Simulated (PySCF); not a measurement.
Gas-phase reaction: 6 GeH₃Cl + C₄H₈ (isobutene) = 2 GeHCl₃ + 2 C₂H₆ + 2 Ge₂H₆

Method: PySCF energies plus ideal-gas RRHO corrections (1 bar). † marks an energy on the PBE0/def2-TZVP geometry and frequencies; other levels use their own. CCSD(T) freezes the core. 6-31G* has spherical d functions here. All species are closed-shell singlets. B3LYP is the form with VWN-RPA correlation. Ge: all electrons, no relativistic terms. CCSD(T) isn't extrapolated to the basis-set limit.

| level | ΔH°(298 K), kJ |
|---|---|
| B3LYP/def2-TZVP† | ? |
| CCSD(T)/def2-SVP† | -194 |
| HF/6-31G* | ? |
| M06-2X/def2-TZVP† | -189 |
| PBE0/def2-QZVP† | -208 |
| PBE0/def2-SVP† | -219 |
| PBE0/def2-TZVP | ? |

Task: Complete the blanks.

Result: 
- B3LYP/def2-TZVP†, ΔH°(298 K), kJ: -180
- HF/6-31G*, ΔH°(298 K), kJ: -146
- PBE0/def2-TZVP, ΔH°(298 K), kJ: -212
